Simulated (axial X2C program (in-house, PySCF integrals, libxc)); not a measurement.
Which molecule has these constants?

Calculated with an in-house all-electron X2C program for linear molecules (integrals from PySCF), spin-free (one-electron X2C) or two-component (2c: spin–orbit coupling with atomic mean-field Coulomb and Gaunt terms, which also bring small scalar terms), in Dyall basis sets with cores contracted in-house; open shells are unrestricted.

A two-component PBE0 calculation in a Dyall 3-zeta basis gave Re = 1.613 Å, ωe = 1075.0 cm⁻¹, De = 4.68 eV, Ω = 3/2.

Question: Which molecule is it?
A. WO⁺
B. MoO⁺
C. CrO⁺

Answer: B. The others have WO⁺ 1.629 Å and 1142.1 cm⁻¹ (Ω = 3/2); CrO⁺ 1.580 Å and 764.3 cm⁻¹ (Ω = 3/2).

Each entry is the lowest single determinant of a limited PBE0 search at one distance. De goes to single-determinant-based atoms at the same level (for ions the charge split of lowest energy) and is withheld (n/a) where an atom does not fit its ground term or J level. Main or longest-lived isotopes. One determinant is a doubtful description, or other states lie close, for MoO⁺, WO⁺, CrO⁺; these need not be ground states, and all values refer to the states named. With several unpaired electrons the Ω given is that of one determinant, not necessarily of the lowest component. Some light 2c atoms are not at their ground J level, so De misses part of their lowering (0.04 eV or less). The functionals have no current term, which raises determinants with orbital currents.
